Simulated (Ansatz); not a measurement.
(H2Al-mu-F)2 (Al₂H₄F₂) was relaxed with PBE0-D4 (def2-SVP) in Ansatz in these states: charge +1 doublet, neutral singlet. The geometries follow in no particular order.

A:

```xyz
8

Al    0.173   -1.255   -0.640
H    -0.979   -1.688   -1.624
H     1.494   -2.033   -0.273
F    -0.562   -0.533    0.892
Al   -0.173    1.255    0.640
H     0.980    1.687    1.623
H    -1.493    2.034    0.274
F     0.561    0.533   -0.893
```

B:

Cartesian coordinates in Å:
```
Al -0.314 1.187 0.705
H 0.780 2.366 0.871
H -1.776 1.395 1.363
F 0.376 -0.487 0.988
Al 0.314 -1.187 -0.705
H -0.781 -2.365 -0.870
H 1.776 -1.396 -1.364
F -0.375 0.488 -0.988
```

Problem. Judge from the bond lengths which geometry belongs to which state (an estimate).

Solution. A is the neutral singlet (Al1–H3 1.576 Å, Al5–H6 1.576 Å, Al1–H2 1.576 Å); B is the charge +1 doublet (Al1–H3 1.617 Å, Al5–H6 1.617 Å, Al1–H2 1.617 Å).
